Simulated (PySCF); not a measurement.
## Finite-field polarisability of P (phosphorus, neutral)

[Ne] 3s2 3p3, high-spin 4S determinant. All numbers are calculated (PySCF 2.14, no relativity, point nucleus, in def2-TZVPPD (6s5p4d1f, 48 functions)). Frozen: [Ne]. Energy changes in a uniform field (μhartree):

| axis | F (au) | HF | MP2 | CCSD | CCSD(T) |
| --- | --- | --- | --- | --- | --- |
| x | 0.0028 | -98.629 | -95.722 | -95.374 | -95.334 |
| x | 0.0056 | -394.578 | -382.947 | -381.557 | -381.399 |

Task: Derive α along x at CCSD(T) from the two fields.

Result: With ΔE = −αF²/2 − γF⁴/24, α = −(16 ΔE(F) − ΔE(2F))/(6F²) = 24.32 bohr³.

Task: And the mean polarisability at each level?

Result: HF 25.16, MP2 24.42, CCSD 24.33, CCSD(T) 24.32 bohr³. Reference: 25 ± 1 bohr³ (recommended; Schwerdtfeger and Nagle, table of static dipole polarizabilities (2023 update)).
